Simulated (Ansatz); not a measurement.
System: phenylsilane, C6H8Si (charge 0, singlet). 
Coordinates optimised at B3LYP-D3(BJ)/def2-TZVP (Ansatz, a first-principles code):
```xyz
15

Si     2.3182    -0.2437    -0.1520
C      0.4606    -0.0525    -0.0462
C     -0.3564    -1.1369     0.2923
C     -1.7338    -0.9901     0.4007
C     -2.3209     0.2483     0.1694
C     -1.5265     1.3368    -0.1716
C     -0.1496     1.1851    -0.2788
H      2.8656     0.7075    -1.1482
H      2.6582    -1.6314    -0.5465
H      2.9632     0.0358     1.1549
H      0.0853    -2.1107     0.4694
H     -2.3490    -1.8417     0.6621
H     -3.3942     0.3640     0.2508
H     -1.9798     2.3022    -0.3572
H      0.4551     2.0421    -0.5521
```

Dipole moments at this geometry, in debye (magnitudes).

| level | program | dipole (D) |
|---|---|---|
| PBE/def2-TZVPD | Ansatz | 0.97 |
| revPBE/def2-TZVPD | Ansatz | 0.99 |
| r2SCAN/def2-TZVPD | Ansatz | 0.98 |
| B97M-V/def2-TZVPD | Ansatz | 1.18 |
| PBE0/def2-TZVPD | Ansatz | [?] |
| r2SCANh/def2-TZVPD | Ansatz | 0.97 |
| HSE06/def2-TZVPD | Ansatz | 0.95 |
| CAM-B3LYP/def2-TZVPD | Ansatz | 0.89 |
| wB97X-V/def2-TZVPD | Ansatz | 0.92 |
| CCSD(T)/aug-cc-pV(D+d)Z | Ansatz | [?] |

**Question.** Some entries are withheld; supply them.

**Answer.** 
- PBE0/def2-TZVPD, dipole (D): 0.95
- CCSD(T)/aug-cc-pV(D+d)Z, dipole (D): 0.92
